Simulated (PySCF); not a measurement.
# Two-component Hartree-Fock for I⁺ (iodine, charge +1)

Start: [Kr] 4d10 5s2 5p3 5d1; 5p3/2 filled at m_j = -1/2, +1/2, +3/2; 5d5/2 filled at m_j = +5/2. Calculated with PySCF 2.14 in x2c-TZVPall-2c with one added diffuse shell each of s, p, d, f type (9s10p6d3f, 90 functions): generalised Hartree-Fock with the X2C-1e Hamiltonian and a Gaussian nucleus; one run each with spin-orbit coupling (SO) switched off, then screened by Boettger's factors. This is a chosen level, not necessarily the ground level.

```tsv
spinor shell	electrons	ε, spin-free (eV)	ε, screened SO (eV)	weight of nominal j (screened SO)	rms radius, screened SO (bohr)
1s1/2	2	-33347.0	-33343.3	1.000	0.0311
2s1/2	2	-5262.7	-5261.7	1.000	0.127
2p1/2	2	-4717.8	-4925.5	1.000	0.109
2p3/2	4	-4717.8	-4624.1	1.000	0.115
3s1/2	2	-1115.1	-1114.7	1.000	0.334
3p1/2	2	-934.21	-974.43	1.000	0.327
3p3/2	4	-934.21	-915.92	1.000	0.338
3d3/2	4	-663.92	-670.95	1.000	0.311
3d5/2	6	-663.92	-658.91	1.000	0.314
4s1/2	2	-223.75	-223.65	1.000	0.787
4p1/2	2	-164.47	-172.39	0.999	0.827
4p3/2	4	-164.47	-160.82	0.999	0.855
4d3/2	4	-75.324	-76.398	0.981	0.986
4d5/2	6	-75.324	-74.508	0.987	0.993
5s1/2	2	-33.967	-33.965	1.000	2.05
5p3/2	3	-23.503	-23.546	0.575	2.42
5d5/2	1	-8.206	-8.160	1.000	4.21
```

```csv
quantity,spin-free,screened SO
E (hartree),-7110.95105,-7113.08912
M_J,4,4
⟨J²⟩,20.007,20.008
⟨L²⟩,6.005,6.302
⟨S²⟩,6.002,5.843
```

Each row is a mean over spinors that exchange with the open shell spreads, by up to 7.921 eV (5s1/2).

Rows whose weight is well below 1 are mixtures of j = l ± 1/2: exchange outweighs spin-orbit coupling there, and the label is only the starting occupation.

Breit and QED terms are absent; they matter most for the inner s and p1/2 levels.

Densities and radii are taken from the X2C orbitals without a picture-change correction, which distorts them close to the nucleus.

Without spin-orbit coupling the j labels of p, d and f shells carry no meaning; the spin-free column gives the mean over the occupied spinors of each nl shell.
